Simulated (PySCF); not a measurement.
C2H4BF2N, SMILES NB(F)/C=C\F.

Coordinates come from a PBE-D3(BJ)/def2-SVP optimisation. The structure was generated by enumeration; whether it is a known compound was not checked. The values are those of a single conformer.

Computed with PySCF with PBE-D3(BJ)/def2-SVP.

No scaling factor is applied to the harmonic values.

```
mode  ν (cm⁻¹)  IR (km/mol)  moving atoms (share of kinetic energy)
----  --------  -----------  --------------------------------------
1           68          2.9          F 52 %, C 20 %, N 17 %, H 10 %
2          174          5.1                   F 50 %, N 29 %, H 9 %
3          296         15.7           C 44 %, H 33 %, B 13 %, F 9 %
4          311          0.9          F 56 %, N 16 %, B 12 %, H 11 %
5          394          2.5          F 35 %, H 24 %, C 19 %, N 16 %
6          453        152.1                          H 80 %, N 18 %
7          591          0.5                                  H 95 %
8          642         23.2                          B 65 %, C 18 %
9          649          5.8                  C 51 %, F 22 %, H 15 %
10         774         37.4                          H 69 %, C 23 %
11         798          3.6          C 50 %, N 21 %, F 15 %, H 13 %
12         864         13.1                  H 53 %, N 22 %, F 20 %
13         920          0.1                          H 77 %, C 23 %
14         994         46.0                  H 52 %, F 24 %, C 23 %
15        1175        115.5          H 44 %, C 26 %, F 15 %, B 14 %
16        1255        102.7                  H 50 %, B 34 %, F 10 %
17        1364         83.8                  B 41 %, H 39 %, C 10 %
18        1384         68.1                  H 45 %, B 32 %, C 20 %
19        1542        235.6                  H 53 %, N 25 %, B 21 %
20        1664        186.7                                  C 92 %
21        3102          6.2                                  H 92 %
22        3124          6.1                           H 91 %, C 9 %
23        3529         37.4                                  H 96 %
24        3644         43.6                           H 91 %, N 9 %
```
